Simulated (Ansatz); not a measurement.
Calculated with Ansatz (gas phase, PBE0-D4/def2-TZVP geometries, no zero-point term in ΔE). CBS: MP2 limit from def2 TZ/QZ plus the TZ coupled-cluster correction, frozen cores. DFT in def2-TZVPP. def2 core potentials past Kr. For Se, Te outer-core shells are correlated without core-valence functions, which leaves a few kJ/mol of doubt a bond. Scalar relativity is left out up to krypton. One conformer a species, not always the lowest.

`[CH3][AlH][TeH]` + `[SiH3][SeH]` → `[CH3][AlH][SiH2][SeH]` + H₂Te  (formal exchange of groups at the Al–Te bond)

`[CH3][AlH][TeH]`:

Z-matrix (Å, degrees):
```
C
Al 1 1.947
H 1 1.092 2 113.0
H 1 1.095 2 110.5 3 121.1
H 1 1.095 2 110.4 3 -121.1
Te 2 2.533 1 118.5 3 -0.3
H 2 1.584 1 123.8 3 179.7
H 6 1.657 2 91.2 1 179.9
```

`[SiH3][SeH]`:

Cartesian coordinates in Å:
```
Si -0.558 0.095 0.106
Se 1.311 -1.139 -0.321
H -0.435 0.843 1.382
H -1.654 -0.899 0.206
H -0.838 1.052 -0.993
H 2.175 0.048 -0.380
```

`[CH3][AlH][SiH2][SeH]`:

```xyz
11

C    -2.176    0.608   -0.809
Al   -0.482   -0.359   -0.830
Si    1.228    0.014    0.901
Se    2.976   -1.387    0.411
H    -3.002   -0.092   -0.635
H    -2.368    1.073   -1.782
H    -2.230    1.383   -0.042
H    -0.182   -1.424   -1.972
H     0.724   -0.276    2.276
H     1.711    1.426    0.932
H     3.803   -0.968    1.551
```

H₂Te:

Cartesian coordinates in Å:
```
Te 0.565 0.341 0.412
H 0.224 0.194 -1.202
H -0.788 -0.535 0.790
```

Question: Is it downhill or uphill in electronic energy at CCSD(T)/CBS, and by how much? (An estimate is asked.)

Answer: Ansatz gave: Uphill: ΔE = +29.4 kcal/mol.

Question: What do these levels give: LDA (SPW92), BLYP-D4, r2SCAN-D4, ωB97M-V, r2SCAN, r2SCAN0, CAM-B3LYP, CCSD/def2-SVP, SCS-MP2/def2-TZVPP, CCSD(T)/def2-TZVPP, HF/def2-QZVPP, MP2/def2-QZVPP? (Estimate.)

Answer: Ansatz gave: LDA (SPW92) 26.2, BLYP-D4 26.8, r2SCAN-D4 28.6, ωB97M-V 29.1, r2SCAN 28.7, r2SCAN0 29.4, CAM-B3LYP 28.3, CCSD/def2-SVP 28.7, SCS-MP2/def2-TZVPP 30.6, CCSD(T)/def2-TZVPP 28.3, HF/def2-QZVPP 31.1, MP2/def2-QZVPP 32.1 kcal/mol.

Largest T1 diagnostic among the species: 0.010.

At CCSD(T), def2-SVP lies −0.8 kcal/mol from the extrapolated value and def2-TZVPP −1.1 kcal/mol. From BLYP to BHLYP (50 % exact exchange), in def2-TZVPP and without D4, ΔE moves by +2.5 kcal/mol. Leaving LDA and LC-ωPBE aside and taking each functional with its dispersion term where it has one, the values, not all of them listed here, spread over 3.8 kcal/mol, from revPBE-D4 to PBE-QIDH.
